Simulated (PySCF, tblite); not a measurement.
C7H14P (charge +1).
SMILES with atom numbers: `[CH3:1][CH2:2][CH2:3][CH2:4][P@@H+:5]1[CH:6]=[C:7]1[CH3:8]` (hydrogens: H9, H10, H11 on C1; H12, H13 on C2; H14, H15 on C3; H16, H17 on C4; H18 on P5; H19 on C6; H20, H21, H22 on C8)

Computed geometry: GFN2-xTB, gas phase.

**Question.** Give the optimised bond lengths and angles.

**Answer.** 
```json
{"bond": "C1–C2", "length (Å)": "1.522"}
{"bond": "C2–C3", "length (Å)": "1.525"}
{"bond": "C3–C4", "length (Å)": "1.527"}
{"bond": "C4–P5", "length (Å)": "1.833"}
{"bond": "P5–C6", "length (Å)": "1.782"}
{"bond": "C6=C7", "length (Å)": "1.334"}
{"bond": "C7–C8", "length (Å)": "1.454"}
{"bond": "P5–C7", "length (Å)": "1.804"}
{"bond": "C1–H9, C1–H10, C1–H11", "length (Å)": "1.087"}
{"bond": "C2–H12", "length (Å)": "1.092"}
{"bond": "C2–H13", "length (Å)": "1.105"}
{"bond": "C3–H14", "length (Å)": "1.091"}
{"bond": "C3–H15", "length (Å)": "1.093"}
{"bond": "C4–H16", "length (Å)": "1.095"}
{"bond": "C4–H17", "length (Å)": "1.095"}
{"bond": "P5–H18", "length (Å)": "1.382"}
{"bond": "C6–H19", "length (Å)": "1.069"}
{"bond": "C8–H20, C8–H21, C8–H22", "length (Å)": "1.090"}
```

Bonds in one row agree within 0.01 Å and their mean is given. A selection of angles:
```json
{"angle": "C1–C2–C3", "degrees": "112.2"}
{"angle": "C2–C3–C4", "degrees": "111.3"}
{"angle": "C3–C4–P5", "degrees": "109.5"}
{"angle": "C4–P5–C6", "degrees": "119.3"}
{"angle": "C4–P5–C7", "degrees": "127.1"}
{"angle": "C6–P5–C7", "degrees": "43.7"}
{"angle": "P5–C6–C7", "degrees": "69.0"}
{"angle": "C6–C7–C8", "degrees": "148.8"}
{"angle": "P5–C7–C6", "degrees": "67.3"}
{"angle": "P5–C7–C8", "degrees": "143.9"}
```

Dihedral angles: C1–C2–C3–C4 176° (antiperiplanar); C2–C3–C4–P5 -58° (synclinal); C3–C4–P5–C6 173° (antiperiplanar); C4–P5–C6–C7 -114° (anticlinal); P5–C6–C7–C8 179° (antiperiplanar); C4–P5–C7–C6 96° (anticlinal).

Of the pairs four or more bonds apart, P5···H13 is among the closest relative to their van der Waals radii: 2.56 Å, 85 % of the sum of Bondi's values. The C–C distances run from 1.334 Å (C6=C7, drawn double) to 1.527 Å (C3–C4, drawn single), a spread of 0.193 Å. The C–P distances run from 1.782 Å (P5–C6, drawn single) to 1.833 Å (C4–P5, drawn single), a spread of 0.051 Å. P5 (phosphonium phosphorus) has angles from 43.7° to 127.1°. C7 (fully substituted alkene carbon) is planar (angles 148.8°, 143.9° and 67.3°, sum 360.0°, 0.01 Å off the plane of its three neighbours). C6 (alkene CH carbon) is planar (angles 147.9°, 143.0° and 69.0°, sum 360.0°, 0.00 Å off the plane of its three neighbours). The 3-membered ring P5–C6–C7 has internal angles of 43.7° to 69.0°.

Point group: C1 (no symmetry element, even within 0.4 Å). Its GFN2-xTB frequencies are all real (lowest 31 cm⁻¹).

One conformer stands for the species.
